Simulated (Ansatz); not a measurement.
Mulliken charges of CH5NOSi, SMILES `O[SiH]1CN1` from r2SCAN/def2-TZVPP in Ansatz (PBE0-D4/def2-TZVP geometry).

```json
{"atom": "O1", "x (Å)": "-1.901", "y (Å)": "-0.419", "z (Å)": "0.786", "charge (e)": "-0.420"}
{"atom": "Si2", "x (Å)": "-0.728", "y (Å)": "-0.042", "z (Å)": "-0.283", "charge (e)": "0.610"}
{"atom": "C3", "x (Å)": "0.900", "y (Å)": "0.703", "z (Å)": "0.060", "charge (e)": "-0.184"}
{"atom": "N4", "x (Å)": "0.787", "y (Å)": "-0.786", "z (Å)": "-0.162", "charge (e)": "-0.406"}
{"atom": "H5", "x (Å)": "-1.613", "y (Å)": "-0.711", "z (Å)": "1.654", "charge (e)": "0.210"}
{"atom": "H6", "x (Å)": "-1.411", "y (Å)": "0.187", "z (Å)": "-1.568", "charge (e)": "-0.088"}
{"atom": "H7", "x (Å)": "1.267", "y (Å)": "0.977", "z (Å)": "1.047", "charge (e)": "0.066"}
{"atom": "H8", "x (Å)": "1.382", "y (Å)": "1.279", "z (Å)": "-0.732", "charge (e)": "0.069"}
{"atom": "H9", "x (Å)": "1.405", "y (Å)": "-1.233", "z (Å)": "-0.819", "charge (e)": "0.142"}
```

Problem. By hand: the dipole of these point charges (1 e Å = 4.8032 D).

Solution. Σ q r = (0.033, 0.152, -0.060) e Å, of length 0.167 e Å = 0.80 D.

Problem. How does the dipole of the full density compare? (Estimate.)

Solution. Ansatz gave: (0.149, -0.013, 0.001) e Å, 0.72 D; the point charges give 1.11 times that, at 83° from its direction.

Point charges leave out the atoms' own dipoles, such as those of lone pairs, and Mulliken's split depends on the basis, so the two needn't agree.
